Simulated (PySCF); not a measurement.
# Cost of response and excited-state runs on `C(/B(C)C)=C\[O-]`, [C4H8BO]-, charge -1

Atom-mapped SMILES (the numbers label the heavy atoms): `[CH3:1][B:2]([CH3:3])/[CH:4]=[CH:5]/[O-:6]`; H(Xn) means a hydrogen on atom n.

PySCF with density fitting, on 1 thread of an Intel Xeon 6975P-C, shared host. Command: `OMP_NUM_THREADS=1 python excited_run.py task.json out`

Question: How long does each of these runs take, and how much memory?
- first hyperpolarisability, B3LYP/def2-SVPD; wavelengths [1550, 1064, 694.3] nm; writes grids
- excited states, BHandHLYP/def2-TZVP; Tamm-Dancoff; spin-orbit couplings; 8 states; 4 triplets; quadratic response for 4 states; writes grids
- excited states, wB97X-D/def2-SVPD; two-photon moments; 6 states; quadratic response for 5 states; 0 triplets

Answer: 
| run | level | basis functions | wall time | peak memory (GiB) |
| --- | --- | --- | --- | --- |
| first hyperpolarisability | B3LYP/def2-SVPD | 187 | 18 s | 0.62 |
| excited states | BHandHLYP/def2-TZVP | 234 | 26 s | 0.81 |
| excited states | wB97X-D/def2-SVPD | 187 | 20 s | 0.67 |

Times from a shared host are rough.
